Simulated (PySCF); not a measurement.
# How far are cheaper levels from CCSD(T)/CBS for Br2?

PySCF; the state is a singlet (closed shell). The composite is CCSD(T) extrapolated to the basis-set limit from two correlation-consistent sets, with core-valence (CV) and scalar-relativistic (SR) terms as its label shows; it has no spin–orbit coupling and nothing beyond (T). Here it is CCSD(T)/CBS(TQ). It gives Re = 2.289 Å, ωe = 328 cm⁻¹ and De = 2.23 eV to Br + Br.

```
      level        basis     relativity  Re (Å)  ωe (cm⁻¹)  De (eV)
        RHF   def2-TZVPP  no relativity   2.277        354     0.67
RHF-SCS-MP2   def2-TZVPP  no relativity   2.289        332     2.07
RHF-SCS-MP2  def2-TZVPPD  no relativity   2.286        333     2.11
   RHF-CCSD   def2-TZVPP  no relativity   2.291        330     1.90
      M06-L   def2-TZVPP  no relativity   2.296        318     2.16
    r²SCANh   def2-TZVPP  no relativity   2.287        331     2.22
      B3LYP  def2-TZVPPD  no relativity   2.313        317     2.12
      B97-3  def2-TZVPPD  no relativity   2.291        334     2.17
        M06   def2-TZVPP  no relativity   2.289        331     2.14
    ωB97M-V   def2-TZVPP  no relativity   2.282        343     2.13
```

Give the difference of each row from the composite.



```json
{"level": "RHF", "basis": "def2-TZVPP", "ΔRe (pm)": "-1.2", "Δωe (%)": "+7.9", "ΔDe (eV)": "-1.56"}
{"level": "RHF-SCS-MP2", "basis": "def2-TZVPP", "ΔRe (pm)": "+0.0", "Δωe (%)": "+1.2", "ΔDe (eV)": "-0.16"}
{"level": "RHF-SCS-MP2", "basis": "def2-TZVPPD", "ΔRe (pm)": "-0.3", "Δωe (%)": "+1.5", "ΔDe (eV)": "-0.12"}
{"level": "RHF-CCSD", "basis": "def2-TZVPP", "ΔRe (pm)": "+0.2", "Δωe (%)": "+0.6", "ΔDe (eV)": "-0.33"}
{"level": "M06-L", "basis": "def2-TZVPP", "ΔRe (pm)": "+0.7", "Δωe (%)": "-3.0", "ΔDe (eV)": "-0.07"}
{"level": "r²SCANh", "basis": "def2-TZVPP", "ΔRe (pm)": "-0.2", "Δωe (%)": "+0.9", "ΔDe (eV)": "-0.01"}
{"level": "B3LYP", "basis": "def2-TZVPPD", "ΔRe (pm)": "+2.4", "Δωe (%)": "-3.4", "ΔDe (eV)": "-0.11"}
{"level": "B97-3", "basis": "def2-TZVPPD", "ΔRe (pm)": "+0.2", "Δωe (%)": "+1.8", "ΔDe (eV)": "-0.06"}
{"level": "M06", "basis": "def2-TZVPP", "ΔRe (pm)": "+0.0", "Δωe (%)": "+0.9", "ΔDe (eV)": "-0.09"}
{"level": "ωB97M-V", "basis": "def2-TZVPP", "ΔRe (pm)": "-0.7", "Δωe (%)": "+4.6", "ΔDe (eV)": "-0.10"}
```

Which rows come closest in De?

r²SCANh in def2-TZVPP (-0.01 eV), counted from the composite.

Measured (Huber and Herzberg, Constants of Diatomic Molecules (1979)): Re = 2.28105 Å, ωe = 325.321 cm⁻¹; the composite is off by +8.2 mÅ and +3.1 cm⁻¹.

Correlated steps freeze 18 core orbitals. Where the molecule has an RHF reference, its open-shell atoms are computed with UHF.
